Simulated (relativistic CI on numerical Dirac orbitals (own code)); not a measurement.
**d1 to d9 in one octahedral field**

Computed with a parametric ligand-field model without spin-orbit coupling, by exact diagonalisation: B = 530, C = 2310, 10Dq = 22800 cm⁻¹ (Oh; |10Dq|/B = 43.0) for every shell. Energies in cm⁻¹; the field energy is (0.6 n_e − 0.4 n_t2) × 10Dq of the ground term; g labels are left out. So small a B with so large a field is typical of 4d and 5d ions, where spin-orbit coupling, left out here, reaches 1,000 to 4,000 cm⁻¹.

```
Shell  Ground term  Electrons in e  Field energy  First spin-allowed bands  Lowest term of other spin
   d1          2T2           0.000         -9120                  2E 22800                           
   d2          3T1           0.013        -17948      3T2 21572, 3T1 28294                   1T2 8012
   d3          4A2           0.000        -27360      4T2 22800, 4T1 28616                   2E 11053
   d4            ?               ?             ?                         ?                          ?
   d5          2T2           0.038        -44732      2A2 19930, 2T1 20114                  4T1 11908
   d6          1A1           0.029        -54054      1T1 21181, 1T2 28529                  3T1 16278
   d7           2E           1.020        -40581      2T1 21049, 2T2 21607                  4T1 11693
   d8          3A2           2.000        -27360      3T2 22800, 3T1 28616                    1E 8787
   d9           2E           3.000        -13680                 2T2 22800
```

**Question.** Fill in the row of d4.

**Answer.** Ground term: 3T1; Electrons in e: 0.021; Field energy: -36010; First spin-allowed bands: 3E 20643, 3T1 21228; Lowest term of other spin: 1T2 6766. Low spin: d4, d5, d6, d7; the other shells keep the spin of the free ion. Only d4 to d7 can choose; the field needed to pair spins is smallest for d6 and largest for d5, which loses most exchange energy. In the strong-field picture 10Dq must exceed about 6B + 5C = 14730 (d4), 7.5B + 5C = 15525 (d5), 2.5B + 4C = 10565 (d6) and 4B + 4C = 11360 (d7); mixing of terms shifts these bounds somewhat.
